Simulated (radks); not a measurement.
The numbers below are computed, except where a source is named.
Ba I, 56 electrons, occupied as [Xe] 6s1 4f1 (not the ground configuration).

Level of theory: Dirac Kohn-Sham, PBE, spin-unpolarised, spherical densities, finite nucleus; open shells fill j = l - 1/2 first; Fermi nuclear charge, rms radius 4.8378 fm (a radial shooting solver on a logarithmic mesh with Libxc functionals).

Energy parts (eV):
| part | energy |
|---|---|
| total | -221469.08 |
| kinetic | 236400.64 |
| electron-nucleus | -538511.61 |
| Hartree | 86034.81 |
| exchange-correlation | -5392.92 |

Orbitals (lengths in bohr, moments of r in powers of bohr):
orbital  occ.  eigenvalue (eV)      <r>   <1/r>      <r^4>
1s1/2       2        -37227.62  0.02558   60.70  2.075e-06
2s1/2       2        -5883.200   0.1093   14.25  0.0003458
2p1/2       2        -5542.081  0.09193   14.23  0.0002188
2p3/2       4        -5160.342  0.09793   12.99  0.0002686
3s1/2       2        -1242.845   0.2916   5.121    0.01438
3p1/2       2        -1099.641   0.2815   5.033    0.01351
3p3/2       4        -1025.849   0.2934   4.724    0.01579
3d3/2       4        -774.5806   0.2644   4.585    0.01238
3d5/2       6        -758.8499   0.2681   4.506    0.01300
4s1/2       2        -244.9163   0.6741   2.102     0.3841
4p1/2       2        -192.8699   0.6972   1.996     0.4600
4p3/2       4        -177.5094   0.7245   1.896     0.5360
4d3/2       4         -92.5258   0.7956   1.668     0.8935
4d5/2       6         -89.9185   0.8057   1.643     0.9396
5s1/2       2         -35.5494    1.646  0.8034      13.75
5p1/2       2         -22.1787    1.871  0.6997      24.47
5p3/2       4         -20.1378    1.956  0.6650      29.37
6s1/2       1          -4.9066    4.539  0.2774      812.0
4f5/2       1          -0.3393    13.80  0.2364     130600

The highest occupied level is 4f5/2 at -0.339 eV. The density falls to 0.001 e/bohr^3 at r = 4.80 bohr.

Empty levels of this run are not shown, since the potential may be unsettled where no density lies.
